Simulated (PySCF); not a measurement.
H$_{3}$O$_{3}$Sn (SMILES [OH][Sn+]([OH])[OH]), charge +1, singlet, geometry from GFN2-xTB (such geometries of metal compounds can be far from the true shape) (all electrons, no relativity); HF/3-21G (PySCF).

The PySCF input:
```python
from pyscf import gto, scf

mol = gto.Mole()
mol.atom = '''
    Sn    0.019422   -0.007141   -0.004427
    O     1.669592   -0.376531   -0.741890
    H     1.965869    0.020640   -1.580091
    O    -0.415834   -0.820580    1.577137
    H    -1.290427   -0.624364    1.967327
    O    -1.304591    1.114475   -0.669367
    H    -1.239878    1.621844   -1.492950
'''
mol.basis = '3-21g'
mol.charge = 1
mol.spin = 0
mol.verbose = 5
mol.build()

mf = scf.RHF(mol)
mf.kernel()
```

What the program printed (banner, timings and long lists left out):

```
PySCF version 2.14.0

[INPUT] verbose = 5
[INPUT] max_memory = 4000
[INPUT] num. atoms = 7
[INPUT] num. electrons = 76
[INPUT] charge = 1
[INPUT] spin (= nelec alpha-beta = 2S) = 0
[INPUT] symmetry False subgroup None
[INPUT] Mole.unit = angstrom
[INPUT] Symbol           X                Y                Z      unit          X                Y                Z       unit  Magmom
[...]
[INPUT] ---------------- BASIS SET ----------------
[INPUT] l, kappa, [nprim/nctr], expnt,             c_1 c_2 ...
[INPUT] H
[...]
                                0.824547          0.904691
[...]
[INPUT] O
[...]
                                48.4308           0.3515
                                10.4206           0.707658
[...]
                                1.5762            1.22156
[...]
                                1.5762            0.853955
[...]
[INPUT] Sn
[...]
                                1928.4692         0.367293
                                423.80797         0.690545
[...]
                                124.9537          0.082863
                                40.39576          0.970151
[...]
                                23.83588          0.066056
                                7.048296          1.081987
[...]
                                2.69304           0.461029
                                1.025958          0.828558
[...]
                                0.203409          1.229226
[...]
                                124.9537          0.611011
                                40.39576          0.395155
[...]
                                23.83588          0.539968
                                7.048296          0.660482
[...]
                                2.69304           0.506719
                                1.025958          0.552911
[...]
                                0.203409          0.990591
[...]
                                30.131576         0.487591
                                9.530036          0.584987
[...]
                                1.712083          0.572761
                                0.577195          0.369039

nuclear repulsion = 428.200790066845
number of shells = 34
number of NR pGTOs = 135
number of NR cGTOs = 64
basis = 3-21g
ecp = {}

******** <class 'pyscf.scf.hf.RHF'> ********
method = RHF
initial guess = minao
damping factor = 0
level_shift factor = 0
DIIS = <class 'pyscf.scf.diis.CDIIS'>
diis_start_cycle = 1
diis_space = 8
diis_damp = 0
SCF conv_tol = 1e-09
SCF conv_tol_grad = None
SCF max_cycles = 50
direct_scf = True
direct_scf_tol = 1e-13
Set gradient conv threshold to 3.16228e-05
Initial guess from minao.
E1 = -9414.22474362757  E2 = 2777.522951797548  Ecoul = 2960.5674492109515  Exc = -183.0444974134034
init E= -6208.50100176318
cond(S) = 40.12074756072253
[...]
  mo_energy =
[-1.03535102e+03 -1.56494430e+02 -1.45706289e+02 -1.45706191e+02
 -1.45705595e+02 -3.16729488e+01 -2.70653959e+01 -2.70652185e+01
 -2.70637081e+01 -2.07150662e+01 -2.07121427e+01 -2.07093598e+01
 -1.92409181e+01 -1.92405933e+01 -1.92392393e+01 -1.92388807e+01
 -1.92387998e+01 -5.62762788e+00 -4.00657231e+00 -4.00487708e+00
 -3.99172843e+00 -1.68694781e+00 -1.65242435e+00 -1.63961362e+00
 -1.47034135e+00 -1.46921324e+00 -1.44529433e+00 -1.44231439e+00
 -1.43242979e+00 -8.35455810e-01 -7.61466006e-01 -7.05564181e-01
 -6.11304097e-01 -5.64302585e-01 -5.62984220e-01 -5.26291806e-01
 -5.16052432e-01 -5.13423686e-01 -1.49785987e-01 -3.17345078e-02
  6.34883847e-02  7.80305153e-02  1.86125040e-01  2.14962913e-01
  2.40856626e-01  3.28082411e-01  3.33222430e-01  4.50552481e-01
  4.74273879e-01  1.16604476e+00  1.19605792e+00  1.23235431e+00
  1.57331365e+00  1.57535417e+00  1.65181326e+00  1.67560479e+00
  1.68940480e+00  1.69153345e+00  1.81783329e+00  1.92036793e+00
  2.03973199e+00  2.84322993e+00  2.86116943e+00  2.91851033e+00]
E1 = -9418.299705634357  E2 = 2769.0630467152555  Ecoul = 2953.7682359321097  Exc = -184.70518921685425
cycle= 1 E= -6221.03586885226  delta_E= -12.5  |g|= 0.701  |ddm|= 2.63
[...]
  mo_energy =
[-1.03526399e+03 -1.56601941e+02 -1.45749428e+02 -1.45748048e+02
 -1.45747961e+02 -3.19027020e+01 -2.72821007e+01 -2.72761586e+01
 -2.72756205e+01 -2.04788071e+01 -2.04711884e+01 -2.04600317e+01
 -1.94491549e+01 -1.94473194e+01 -1.94469825e+01 -1.94442029e+01
 -1.94438046e+01 -5.90722544e+00 -4.29618681e+00 -4.28920006e+00
 -4.28490875e+00 -1.78889464e+00 -1.78356739e+00 -1.77978540e+00
 -1.77471432e+00 -1.77064704e+00 -1.48519529e+00 -1.46395101e+00
 -1.44896328e+00 -9.13502073e-01 -8.60145760e-01 -8.07418872e-01
 -7.18016327e-01 -7.00885902e-01 -6.59555110e-01 -6.50103240e-01
 -6.38598382e-01 -6.37458681e-01 -1.58286007e-01 -1.42545618e-01
 -2.55091917e-02  1.63670982e-02  1.22417706e-01  1.33724728e-01
  1.38683756e-01  1.61730150e-01  1.75592808e-01  2.99721434e-01
  3.24002209e-01  1.03610201e+00  1.07494020e+00  1.10489245e+00
  1.60905939e+00  1.62226515e+00  1.69026962e+00  1.72984164e+00
  1.73513366e+00  1.74143678e+00  1.86088901e+00  1.96484314e+00
  2.07352440e+00  2.88019861e+00  2.91420343e+00  2.95849536e+00]
E1 = -9417.373856394479  E2 = 2768.066451320335  Ecoul = 2952.221564611112  Exc = -184.15511329077708
cycle= 2 E= -6221.1066150073  delta_E= -0.0707  |g|= 0.378  |ddm|= 0.741
[...]
  mo_energy =
[-1.03520605e+03 -1.56546414e+02 -1.45693519e+02 -1.45692102e+02
 -1.45691955e+02 -3.18512796e+01 -2.72305176e+01 -2.72245498e+01
 -2.72241066e+01 -2.07031601e+01 -2.06951650e+01 -2.06944525e+01
 -1.93970274e+01 -1.93951479e+01 -1.93947350e+01 -1.93918712e+01
 -1.93915005e+01 -5.86465921e+00 -4.25294116e+00 -4.24784101e+00
 -4.24525682e+00 -1.75739952e+00 -1.75424873e+00 -1.74908515e+00
 -1.73438938e+00 -1.73198539e+00 -1.54406721e+00 -1.52472654e+00
 -1.51397518e+00 -9.54089928e-01 -9.07724423e-01 -8.63595556e-01
 -7.77309739e-01 -7.60655161e-01 -7.30180019e-01 -7.18065379e-01
 -7.12165264e-01 -7.02133317e-01 -1.72382326e-01 -1.46788891e-01
 -3.24096002e-02  6.04431675e-03  1.10071960e-01  1.28348082e-01
[...]
 -1.93870978e+01 -5.85839057e+00 -4.24751003e+00 -4.24129108e+00
 -4.23941269e+00 -1.75043235e+00 -1.74831815e+00 -1.74263121e+00
 -1.72855830e+00 -1.72687528e+00 -1.53554927e+00 -1.51562007e+00
 -1.50495705e+00 -9.43777372e-01 -8.97612862e-01 -8.53412695e-01
 -7.70179601e-01 -7.54526039e-01 -7.22405148e-01 -7.11989780e-01
 -7.05565072e-01 -6.92910103e-01 -1.64090085e-01 -1.42901074e-01
 -2.80737919e-02  9.40980544e-03  1.18622872e-01  1.35395417e-01
  1.45155885e-01  1.59604438e-01  1.75401210e-01  3.00859603e-01
  3.23328531e-01  1.03539492e+00  1.06919613e+00  1.10145354e+00
  1.53710512e+00  1.54499667e+00  1.62298668e+00  1.65560602e+00
  1.66099508e+00  1.66841699e+00  1.79304894e+00  1.89624304e+00
  2.00751913e+00  2.81502615e+00  2.84123463e+00  2.88892870e+00]
E1 = -9418.270049160295  E2 = 2768.938723487563  Ecoul = 2953.3369088004447  Exc = -184.39818531288165
cycle= 7 E= -6221.13053560589  delta_E= -5.14e-07  |g|= 0.000126  |ddm|= 0.00198
[...]
  mo_energy =
[-1.03520317e+03 -1.56542947e+02 -1.45690279e+02 -1.45688779e+02
 -1.45688588e+02 -3.18468104e+01 -2.72264548e+01 -2.72201646e+01
 -2.72195971e+01 -2.06813360e+01 -2.06754768e+01 -2.06716093e+01
 -1.93931352e+01 -1.93911896e+01 -1.93906278e+01 -1.93874029e+01
 -1.93870578e+01 -5.85835604e+00 -4.24747409e+00 -4.24125535e+00
 -4.23937757e+00 -1.75040309e+00 -1.74828493e+00 -1.74259968e+00
 -1.72852471e+00 -1.72684184e+00 -1.53553570e+00 -1.51559363e+00
 -1.50496183e+00 -9.43764274e-01 -8.97601981e-01 -8.53402858e-01
 -7.70162466e-01 -7.54521785e-01 -7.22408714e-01 -7.11987062e-01
 -7.05585683e-01 -6.92884330e-01 -1.64078836e-01 -1.42894636e-01
 -2.80705250e-02  9.41512399e-03  1.18630159e-01  1.35394879e-01
  1.45167851e-01  1.59608219e-01  1.75406969e-01  3.00867698e-01
  3.23338852e-01  1.03539914e+00  1.06918793e+00  1.10145341e+00
  1.53712131e+00  1.54498290e+00  1.62300299e+00  1.65560544e+00
  1.66097566e+00  1.66842901e+00  1.79306878e+00  1.89622913e+00
  2.00752874e+00  2.81504853e+00  2.84122899e+00  2.88893195e+00]
E1 = -9418.27054539036  E2 = 2768.9392197066486  Ecoul = 2953.3374165380283  Exc = -184.39819683137966
cycle= 8 E= -6221.13053561687  delta_E= -1.1e-08  |g|= 6.74e-05  |ddm|= 0.000295
[...]
  mo_energy =
[-1.03520317e+03 -1.56542941e+02 -1.45690272e+02 -1.45688773e+02
 -1.45688581e+02 -3.18468044e+01 -2.72264487e+01 -2.72201584e+01
 -2.72195909e+01 -2.06813820e+01 -2.06754556e+01 -2.06715749e+01
 -1.93931291e+01 -1.93911835e+01 -1.93906217e+01 -1.93873968e+01
 -1.93870516e+01 -5.85835031e+00 -4.24746810e+00 -4.24124913e+00
 -4.23937178e+00 -1.75039655e+00 -1.74828089e+00 -1.74259411e+00
 -1.72851890e+00 -1.72683637e+00 -1.53553301e+00 -1.51559969e+00
 -1.50494981e+00 -9.43762720e-01 -8.97600842e-01 -8.53398424e-01
 -7.70164129e-01 -7.54522702e-01 -7.22398118e-01 -7.11994439e-01
 -7.05577253e-01 -6.92881010e-01 -1.64077375e-01 -1.42893210e-01
 -2.80681127e-02  9.41557449e-03  1.18628714e-01  1.35398130e-01
  1.45170223e-01  1.59609066e-01  1.75408282e-01  3.00871065e-01
  3.23340386e-01  1.03539644e+00  1.06919237e+00  1.10145234e+00
  1.53711368e+00  1.54499229e+00  1.62299980e+00  1.65560747e+00
  1.66098832e+00  1.66842618e+00  1.79306432e+00  1.89624061e+00
  2.00752651e+00  2.81504218e+00  2.84123793e+00  2.88893626e+00]
E1 = -9418.270662744952  E2 = 2768.939337059879  Ecoul = 2953.3375350923448  Exc = -184.39819803246564
cycle= 9 E= -6221.13053561823  delta_E= -1.36e-09  |g|= 1.37e-05  |ddm|= 7.58e-05
[...]
  mo_energy =
[-1.03520317e+03 -1.56542943e+02 -1.45690274e+02 -1.45688774e+02
 -1.45688582e+02 -3.18468053e+01 -2.72264496e+01 -2.72201593e+01
 -2.72195918e+01 -2.06813797e+01 -2.06754542e+01 -2.06715746e+01
 -1.93931301e+01 -1.93911845e+01 -1.93906226e+01 -1.93873977e+01
 -1.93870525e+01 -5.85835074e+00 -4.24746855e+00 -4.24124943e+00
 -4.23937213e+00 -1.75039665e+00 -1.74828114e+00 -1.74259420e+00
 -1.72851922e+00 -1.72683674e+00 -1.53553234e+00 -1.51559934e+00
 -1.50494890e+00 -9.43762652e-01 -8.97601015e-01 -8.53398525e-01
 -7.70162119e-01 -7.54521968e-01 -7.22396859e-01 -7.11994180e-01
 -7.05575904e-01 -6.92877895e-01 -1.64076721e-01 -1.42892970e-01
 -2.80676437e-02  9.41600918e-03  1.18628548e-01  1.35398800e-01
  1.45170487e-01  1.59609263e-01  1.75408743e-01  3.00871600e-01
  3.23340881e-01  1.03539652e+00  1.06919316e+00  1.10145252e+00
  1.53711461e+00  1.54499372e+00  1.62300178e+00  1.65560864e+00
  1.66098953e+00  1.66842771e+00  1.79306567e+00  1.89624184e+00
  2.00752742e+00  2.81504311e+00  2.84123926e+00  2.88893738e+00]
E1 = -9418.270698712207  E2 = 2768.9393730269508  Ecoul = 2953.337569896525  Exc = -184.39819686957435
cycle= 10 E= -6221.13053561841  delta_E= -1.84e-10  |g|= 4.99e-06  |ddm|= 3.98e-05
[...]
  mo_energy =
[-1.03520317e+03 -1.56542942e+02 -1.45690273e+02 -1.45688773e+02
 -1.45688582e+02 -3.18468047e+01 -2.72264491e+01 -2.72201588e+01
 -2.72195912e+01 -2.06813819e+01 -2.06754535e+01 -2.06715748e+01
 -1.93931295e+01 -1.93911839e+01 -1.93906220e+01 -1.93873971e+01
 -1.93870519e+01 -5.85835032e+00 -4.24746815e+00 -4.24124901e+00
 -4.23937175e+00 -1.75039630e+00 -1.74828088e+00 -1.74259386e+00
 -1.72851882e+00 -1.72683639e+00 -1.53553251e+00 -1.51559989e+00
 -1.50494877e+00 -9.43762917e-01 -8.97601193e-01 -8.53399030e-01
 -7.70162122e-01 -7.54522243e-01 -7.22397034e-01 -7.11994603e-01
 -7.05575814e-01 -6.92877744e-01 -1.64076605e-01 -1.42892897e-01
 -2.80675884e-02  9.41596628e-03  1.18628279e-01  1.35399006e-01
  1.45170590e-01  1.59609097e-01  1.75408814e-01  3.00871638e-01
  3.23340914e-01  1.03539629e+00  1.06919320e+00  1.10145235e+00
  1.53711411e+00  1.54499370e+00  1.62300168e+00  1.65560840e+00
  1.66098945e+00  1.66842732e+00  1.79306519e+00  1.89624193e+00
  2.00752691e+00  2.81504261e+00  2.84123924e+00  2.88893709e+00]
E1 = -9418.27070053392  E2 = 2768.9393748486164  Ecoul = 2953.337572254873  Exc = -184.3981974062567
Extra cycle  E= -6221.13053561846  delta_E= -4.73e-11  |g|= 2.63e-06  |ddm|= 9.08e-06
converged SCF energy = -6221.13053561846
```
